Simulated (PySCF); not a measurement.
In(vinyl)(OH)(OMe) (C3H7InO2), SMILES [O](C)[In]([OH])[CH]=C. Geometry: PBE0-D3(BJ)/def2-SVP. The def2 effective core potentials stand for the cores of In; spin–orbit coupling is left out. The values are those of a single conformer.

Computed equilibrium geometry at PBE0-D3(BJ)/def2-SVP (PySCF confirms it by a frequency run) as bond lengths and angles, and its point group (one conformer of several):
point group Cs.
Atoms: In1 C2 C3 H4 H5 H6 O7 H8 O9 C10 H11 H12 H13. Bonds (Å): In1–C2 2.122, In1–O7 1.991, In1–O9 2.007, C2–C3 1.337, C2–H4 1.096, C3–H5 1.098, C3–H6 1.095, O7–H8 0.965, O9–C10 1.390, C10–H11 1.110, C10–H12 1.106, C10–H13 1.110. Angles (°): C2–In1–O7 126.7, C2–In1–O9 125.0, O7–In1–O9 108.3, In1–C2–C3 122.3, In1–C2–H4 118.4, C3–C2–H4 119.3, C2–C3–H5 121.5, C2–C3–H6 122.9, H5–C3–H6 115.6, In1–O7–H8 110.4, In1–O9–C10 124.7, O9–C10–H11 113.6, O9–C10–H12 109.5, O9–C10–H13 113.6, H11–C10–H12 106.4, H11–C10–H13 106.8, H12–C10–H13 106.4.
